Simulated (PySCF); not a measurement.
Gas-phase reaction: 2 ZrCl₄.H₂O + 4 OH ⇌ 2 ZrCl₂(OH)₂ + 4 HCl + O₂

Computed with PySCF (xtb for GFN2) and rigid-rotor harmonic-oscillator thermochemistry at 1 bar. † marks an energy on the PBE0/def2-TZVP geometry and frequencies; other levels use their own. Open shells (unrestricted): OH (multiplicity 2, electronic degeneracy 4), O₂ (multiplicity 3); the rest are closed-shell singlets. GFN2 has no spin-polarisation term. Spin-orbit splitting is ignored; it lowers the true energy and changes the entropy of OH. B3LYP is the form with VWN-RPA correlation. Zr: scalar-relativistic def2 core potential, no spin-orbit coupling. Adducts (ZrCl₄.H₂O) have no counterpoise correction, and HF, PBE, BLYP, B3LYP and PBE0 lack dispersion. ZrCl₄.H₂O, ZrCl₂(OH)₂: computed as isolated molecules; such fragments, hydroxides, amides, oligomers or adducts are transient or little studied in the gas. The harmonic model lacks anharmonicity and excited electronic states, which grow with temperature; levels with a mode under 35 cm⁻¹ are left out. Soft modes under 120 cm⁻¹ make the harmonic entropy rough for ZrCl₄.H₂O, ZrCl₂(OH)₂.

| level | ΔE electronic, kJ | ΔH°(298 K), kJ | ΔS°(298 K), J/K | ΔG°(1600 K), kJ |
|---|---|---|---|---|
| B3LYP/def2-TZVP† | -461 | -483 | 114 | -653 |
| GFN2-xTB | -340 | -366 | 131 | -565 |
| HF/def2-TZVP† | -119 | -141 | 114 | -311 |
| M06-2X/def2-TZVP† | -407 | -429 | 114 | -599 |
| PBE/def2-SVP | -535 | -553 | 106 | -708 |
| PBE0/def2-QZVP† | -430 | -452 | 114 | -622 |
| PBE0/def2-TZVP | -434 | -456 | 114 | -626 |
| LDA/def2-TZVP† | -628 | -650 | 114 | -820 |
| ωB97M-V/def2-TZVP† | -435 | -456 | 114 | -626 |
| ωB97X-V/def2-TZVP† | -455 | -477 | 114 | -647 |
ΔH° is lowest at LDA/def2-TZVP† and highest at HF/def2-TZVP†. No reference value is set beside these.
